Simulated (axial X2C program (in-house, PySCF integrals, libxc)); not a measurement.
**Low determinants of ScO at the PBE0 level, with spin–orbit coupling**

All values were computed with an in-house all-electron X2C program for linear molecules (integrals from PySCF). Two-component (2c) means X2C with spin–orbit coupling and atomic mean-field two-electron Coulomb and Gaunt terms. Basis: Sc dyall-cv3z [10s11p7d5f2g], O dyall-av3z [7s6p3d2f] (cores contracted in-house); Gaussian nuclei, density fitting, unrestricted open shells. Masses: Sc 44.956 u, O 15.995 u.

Search at 1.646 Å (vertical energies from the lowest determinant):

```
ΔE (eV)    state  electrons beyond evenly filled partner blocks  electrons in ±ω = 1/2, 3/2, 5/2, 7/2
   0.00  Ω = 1/2                                        ω = 1/2                              23 6 0 0
   1.74  Ω = 3/2                                        ω = 3/2                              22 7 0 0
   1.76  Ω = 5/2                                        ω = 5/2                              22 6 1 0
   4.03  Ω = 7/2                           2 × ω = 1/2, ω = 5/2                              22 6 1 0
   4.10  Ω = 3/2                                        ω = 3/2                              24 5 0 0
   4.50  Ω = 9/2                      ω = 1/2, ω = 3/2, ω = 5/2                              23 5 1 0
   4.51  Ω = 5/2                          ω = -1/2, 2 × ω = 3/2                              23 6 0 0
```

Lowest determinant, Ω = 1/2 (⟨Sz⟩ = 0.50, ⟨Lz⟩ = 0.00 at PBE0): Re = 1.645 Å, ωe = 1021.5 cm⁻¹.

The determinant in row 2 of the search, Ω = 3/2 (⟨Sz⟩ = -0.50, ⟨Lz⟩ = 2.00 at PBE0), was followed along the bond at PBE0; measured from the minimum of the lowest determinant it gives:

Te = 1.694 eV (13662 cm⁻¹), Re = 1.697 Å, ωe = 898.9 cm⁻¹.

Problem. Compare the bond of the determinant in row 2 with that of the lowest one.

Solution. At PBE0 its Re is 0.052 Å longer and its force constant, which goes as ωe², is 0.77 times that of the lowest determinant. T0 ≈ Te + Δωe/2 = 13662 + (-61) = 13601 cm⁻¹.

The search compares states at one distance, so a state with another bond length can lie lower; it is not exhaustive and yields mostly the lowest determinant of each block pattern, so other components and higher states of one pattern are missing. These are energies of single determinants, not of spin-adapted states; PBE0 term energies can be off by some tenths of an eV, and the functional has no current term.
